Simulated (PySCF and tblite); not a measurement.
## Conformer ensemble of C₃H₅F₃O, numbered as in [OH:1][CH2:2][CH2:3][C:4]([F:5])([F:6])[F:7]

Conformers came from 90 starts (ETKDG and KDG, MMFF94s, GFN2-xTB); geometries are PBE0-D3(BJ)/def2-SVP. Weights use PBE0-D3(BJ)/def2-TZVP energies plus GFN2-xTB zero-point and thermal terms (modes under about 100 cm⁻¹ blended into free rotors). Symmetry numbers and mirror images are counted. Conformers within 4 kcal/mol (GFN2-xTB free energy) were kept, 7 at most. GIAO shieldings: PBE0/pcSseg-1. Couplings: B3LYP/pcSseg-1 with pcJ-1 on H, F (gas phase; spin-dipole term only for pairs with B, N, F, Si or P). Couplings are for ¹⁹F, ¹H; a prime marks the second kind of pair between the same two sets of atoms. Shifts are against TMS (¹H), TMS (¹³C), CFCl3 (¹⁹F) at the same level. Run with PySCF (density fitting) and tblite.

Torsions listed: H1–O1–C2–C3, O1–C2–C3–C4. Of a mirror pair one member is shown.

```json
{"conformer": "1", "shape": "-60°, 73°", "symmetry": "C1 (pair)", "E(GFN2) kcal/mol": "0.00", "E(DFT) kcal/mol": "0.00", "G(298.15 K) kcal/mol": "0.00", "weight %": "56.0", "dipole D": "1.37"}
{"conformer": "2", "shape": "-179°, -178°", "symmetry": "Cs", "E(GFN2) kcal/mol": "1.27", "E(DFT) kcal/mol": "0.80", "G(298.15 K) kcal/mol": "0.65", "weight %": "18.7", "dipole D": "2.31"}
{"conformer": "3", "shape": "-69°, -177°", "symmetry": "C1 (pair)", "E(GFN2) kcal/mol": "0.46", "E(DFT) kcal/mol": "1.10", "G(298.15 K) kcal/mol": "0.77", "weight %": "15.4", "dipole D": "1.99"}
{"conformer": "4", "shape": "-172°, 68°", "symmetry": "C1 (pair)", "E(GFN2) kcal/mol": "2.51", "E(DFT) kcal/mol": "1.77", "G(298.15 K) kcal/mol": "1.24", "weight %": "7.0", "dipole D": "3.26"}
{"conformer": "5", "shape": "54°, 55°", "symmetry": "C1 (pair)", "E(GFN2) kcal/mol": "1.51", "E(DFT) kcal/mol": "1.96", "G(298.15 K) kcal/mol": "1.75", "weight %": "2.9", "dipole D": "3.02"}
```

Weights (%) against temperature:

| T (K) | 1 | 2 | 3 | 4 | 5 | S(mix) cal/mol/K |
| --- | --- | --- | --- | --- | --- | --- |
| 180 | 77.3 | 13.4 | 7.0 | 1.7 | 0.5 | 2.69 |
| 230 | 67.0 | 16.6 | 11.1 | 3.8 | 1.4 | 3.13 |
| 298.15 | 56.0 | 18.7 | 15.4 | 7.0 | 2.9 | 3.53 |
| 330 | 52.0 | 19.2 | 16.8 | 8.3 | 3.6 | 3.67 |
| 400 | 45.3 | 19.6 | 19.1 | 10.9 | 5.2 | 3.87 |

Averaged shifts at 298.15 K. ¹H: 3.83 (H2, 2H), 2.02 (H3, 2H) ppm. ¹³C: 132.1 (C4), 58.6 (C2), 39.5 (C3) ppm. ¹⁹F: -80.2 (F5/F6/F7) ppm.

Averaged couplings (Hz): ⁵J(H1,F5) -1.8, ³J(H3,F5) 10.6, ³J(H1,H2) 7.9, ⁴J(H1,H3) -0.6, ²J(H2,H2) -13.2, ³J(H2,H3) 7.5, ³J(H2,H3′) 6.5, ²J(H3,H3) -16.0. Computed couplings to fluorine can be off by tens of per cent at such levels.

Coordinates of conformer 1 (Å):

```xyz
12

O     1.879    0.219    0.559
C     1.090   -0.415   -0.402
C    -0.341   -0.672    0.058
C    -1.185    0.572    0.116
F    -0.635    1.507    0.918
F    -2.408    0.324    0.584
F    -1.320    1.135   -1.090
H     1.475    1.067    0.770
H     1.564   -1.386   -0.612
H     1.066    0.139   -1.362
H    -0.849   -1.369   -0.626
H    -0.335   -1.123    1.061
```

Coordinates of conformer 2 (Å):

```xyz
12

O     2.182    0.127   -0.307
C     0.963   -0.471    0.036
C    -0.107    0.176   -0.821
C    -1.493   -0.331   -0.539
F    -1.867   -0.079    0.723
F    -1.586   -1.656   -0.716
F    -2.393    0.241   -1.343
H     2.880   -0.286    0.211
H     0.710   -0.323    1.104
H     0.964   -1.562   -0.150
H    -0.105    1.263   -0.657
H     0.110    0.002   -1.885
```

H on N, O and S are left out: they exchange, and hydrogen bonds move them by several ppm. Unscaled ¹⁹F shifts at such levels can be off by tens of ppm; differences between conformers or isomers are more reliable. Shifts are unscaled: against experiment ¹³C can be off by 15 ppm or more and ¹H by 0.8 ppm.

Search and properties took 3.8 min on 1 thread of Arm Neoverse V1, on a host shared with other jobs (rough), launched as `OMP_NUM_THREADS=1 python ens_run.py task.json out`.
